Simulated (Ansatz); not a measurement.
HBFO (SMILES [OH+]=BF), charge +1, singlet, at a GFN2-xTB geometry. Base run: PBE/def2-SVP in Ansatz (an electronic-structure program).

Ansatz was given this input:
Ansatz 0.2 input:
```yaml
crystal:
  periodic: [false, false, false]
  atoms:
    - {symbol: O, position_ang: [-0.00000000, -0.00000000, -1.17560346]}
    - {symbol: B, position_ang: [0.00000000, 0.00000000, 0.02998249]}
    - {symbol: F, position_ang: [0.00000000, 0.00000000, 1.26671985]}
    - {symbol: H, position_ang: [-0.00000000, -0.00000000, -2.14556344]}
basis:
  gaussian:
    orbitals: def2-SVP
hamiltonian:
  xc: pbe
total_charge: 1
```

Variants of this job, named by their change:

| change | ΔE vs base (mEh) |
|---|---|
| base | 0.000 |
| point_charge = charge:0.5 position_ang:-1.5789, -3.9079, 1.7334 | 53.941 |
| forces = on | 0.000 |
| lower_state_search = light | 0.000 |
| final_grid = 10, 20, 41 | 0.000 |
| point_charge = charge:-1.0 position_ang:0.073, 1.3236, -5.0912 | -126.3 |
| final_grid = 14, 28, 59 | 0.000 |
| point_charge = charge:1.0 position_ang:2.6532, -3.7262, 0.856 | 107.1 |
| fitting.mean_field = def2-universal-JKFIT | -0.038 |
| final_grid = 4, 8, 17 | -0.254 |
| accuracy = high | 0.001 |
